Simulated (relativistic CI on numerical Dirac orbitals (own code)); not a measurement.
**What each ingredient does to the levels of Rh XXXVII**

Base calculation: Dirac-Coulomb-Breit CI, separate exchange-only KLI orbitals for each configuration, model QED, unscaled Slater integrals.

Configuration list (outside the closed core 1s2): 2s2 2p5, 2s 2p6, 2p6 3s, 2p6 3p, 2p6 3d, 2s2 2p4 3s, 2s2 2p4 3p, 2s2 2p4 3d, 2s 2p5 3s, 2s 2p5 3p, 2s 2p5 3d, 2s2 2p4 4s, 2s2 2p4 4p, 2s2 2p4 4d, 2s2 2p4 4f, 2s 2p5 4s. Levels of other configurations are missing.

The lowest level and the first level of each name with at least 55 % of one term (blank where a level has no safe partner in the second run):

| Level | Base (eV) | Shift (eV) |
| --- | --- | --- |
| 2s2 2p5 2P°_3/2 | 0.00 | 0.00 |
| 2s2 2p5 2P°_1/2 | 149.23 | -0.01 |
| 2s 2p6 2S_1/2 | 390.38 | +0.23 |
| 2s2 2p4 3s 4P_5/2 | 2878.54 | +0.81 |
| 2s2 2p4 3s 2P_3/2 | 2884.77 | +0.88 |
| 2s2 2p4 3s 2S_1/2 | 2909.46 | +0.58 |
| 2s2 2p4 3p 2P°_1/2 | 2972.30 | +0.49 |
| 2s2 2p4 3p 4D°_7/2 | 2985.53 | +0.74 |
| 2s2 2p4 3s 4P_3/2 | 3024.92 | +1.14 |
| 2s2 2p4 3s 2P_1/2 | 3030.19 | +1.21 |
| 2s2 2p4 3s 2D_5/2 | 3040.57 | +1.04 |
| 2s2 2p4 3s 2D_3/2 | 3043.39 | +1.08 |
| 2s2 2p4 3d 2F_7/2 | 3074.41 | +0.75 |
| 2s2 2p4 3d 4F_9/2 | 3075.29 | +0.75 |
| 2s2 2p4 3p 4P°_1/2 | 3089.38 | +0.97 |
| 2s2 2p4 3p 2F°_5/2 | 3106.71 | +0.91 |
| 2s2 2p4 3p 4D°_5/2 | 3129.88 | +1.01 |
| 2s2 2p4 3p 2F°_7/2 | 3145.91 | +0.94 |
| 2s2 2p4 3d 4D_1/2 | 3206.92 | +1.02 |
| 2s2 2p4 3d 4F_5/2 | 3219.00 | +1.04 |
| 2s2 2p4 3d 2G_7/2 | 3226.81 | +0.95 |
| 2s2 2p4 3d 2G_9/2 | 3235.15 | +0.97 |

At this charge energies of transitions that change n are usually good to better than 1 %, and those within a shell (Δn = 0) to a few per cent.

(1) One thing was changed in a second run, which moved the levels as shown. Which?
A. one mean potential for all configurations
B. configuration mixing switched off
C. QED terms removed
D. Breit term removed

## Answers

(1) A. One mean potential for all configurations. One potential for all configurations removes the relaxation of the orbitals, which moves whole configurations and changes the integrals a little.

LS names give the leading component of a level, which can be under half, so a name can repeat, a term be missing and a line seem to break the LS rules.
